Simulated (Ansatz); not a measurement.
`[OH][Mo]([OH])(=[S])=[S]` and `[OH][Mo](=[S])(=[S])[Cl]` differ in one atom or group.

Ansatz, PBE0-D4/def2-TZVP geometries, multiplicity 1. Each molecule was computed in one conformer, which needn't be the lowest.

Elements past krypton have def2 core potentials.

| property | `[OH][Mo]([OH])(=[S])=[S]` |
| --- | --- |
| HOMO energy (ωB97M-V/def2-TZVPP) / eV | -9.28 |
| LUMO energy (PBE0/def2-TZVPP) / eV | -3.13 |
| HOMO energy (B3LYP/def2-TZVPP) / eV | -7.08 |
| LUMO energy (PBE/def2-TZVPP) / eV | -3.74 |
| HOMO energy (PBE0/def2-TZVPP) / eV | -7.32 |
| size of the dipole moment (PBE/def2-TZVPP) / D | 2.04 |

**Question.** What does the change do to each property? (Estimate.)

**Answer.** The calculation gave: 
```tsv
property	`[OH][Mo](=[S])(=[S])[Cl]`	shift
HOMO energy (ωB97M-V/def2-TZVPP) / eV	-9.50	-0.22
LUMO energy (PBE0/def2-TZVPP) / eV	-3.45	-0.32
HOMO energy (B3LYP/def2-TZVPP) / eV	-7.31	-0.23
LUMO energy (PBE/def2-TZVPP) / eV	-4.06	-0.32
HOMO energy (PBE0/def2-TZVPP) / eV	-7.55	-0.23
size of the dipole moment (PBE/def2-TZVPP) / D	2.21	0.17
```

With PBE0 the HOMO falls by 0.23 eV and the LUMO falls by 0.32 eV, so the gap narrows by about 0.09 eV. PBE moves the HOMO by -0.24 eV and ωB97M-V by -0.22 eV. The zero-point energy changes by -31.3 kJ/mol with -3 modes. Dipoles are sizes alone; their direction can turn.

B3LYP here is the variant with VWN-RPA as its local correlation; programs differ in this.
